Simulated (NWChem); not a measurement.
A series in which one site is exchanged, each optimised at PBE0/def2-SVP with NWChem, gas phase unless a solvent is named. All stand in one matching conformer (torsions within 35°), which need not be the lowest. This build's default masses of Se (78.918 u) and Br (79.917 u) are each other's, which moves their modes by up to 0.6 %. Some are not confirmed as minima by frequencies. def2 effective core potentials on Te; no spin-orbit coupling.

A: [NH2][Zn][Cl] (ZnNH2Cl; site = Zn)
B: N[Te]Cl (NH2TeCl; site = Te)
C: [NH2][Be][Cl] (BeNH$_{2}$Cl; site = Be)
D: Cl[Se]N (NH2SeCl; site = Se)

Values for A:

| Quantity | Result |
|---|---|
| vertical ionisation energy, ΔSCF, PBE/def2-SVP (eV) | 9.14 |
| vertical ionisation energy, ΔSCF, B3LYP/def2-SVP (eV) | 9.36 |
| static polarisability, B3LYP/def2-SVPD (bohr³) | 46.8 |
| lowest singlet excitation, B3LYP/def2-SVPD, TDA (eV) | 4.82 |

Q: How do these values change for the other members?

A: 
| change from A | B | C | D |
|---|---|---|---|
| vertical ionisation energy, ΔSCF, PBE/def2-SVP (eV) | -0.90 | +0.61 | -0.44 |
| vertical ionisation energy, ΔSCF, B3LYP/def2-SVP (eV) | -0.89 | +0.58 | -0.41 |
| static polarisability, B3LYP/def2-SVPD (bohr³) | +19.5 | -8.8 | +7.9 |
| lowest singlet excitation, B3LYP/def2-SVPD, TDA (eV) | -2.14 | +1.05 | -1.67 |
